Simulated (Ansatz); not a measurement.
Species: SnH, charge 1, multiplicity 1. 
Structure (B3LYP-D3(BJ)/def2-TZVP (Ansatz, a quantum-chemistry and plane-wave program) minimum search):
SMILES: [SnH+]
```xyz
2

Sn     0.0000     0.0000    -0.0346
H      0.0000     0.0000     1.7324
```
Charge +1, spin multiplicity 1.

Basis-set convergence of Hartree-Fock and MP2 correlation energies (hartree) with Ansatz. Correlated levels leave the core frozen unless marked. Spin-orbit coupling is left out. The frozen core is the preceding noble-gas configuration, with the filled d and f shells of earlier blocks. Past Kr the def2 sets carry scalar-relativistic core potentials.

| basis | functions | E(HF) | E(corr, MP2) |
|---|---|---|---|
| def2-SVPD | 40 | -213.65059 | -0.04980 |
| def2-TZVPPD | 73 | -213.65608 | -0.05894 |
| def2-QZVPPD | 121 | -213.65723 | -0.06271 |

Extrapolating the two largest sets (X = 3 and 4) as X^-3: E(corr) = (64·(-0.06271) - 27·(-0.05894))/37 = -0.0655 Eh, an estimate of the basis-set limit. The largest set recovers 95.8 % of it, the smallest 76.1 %.
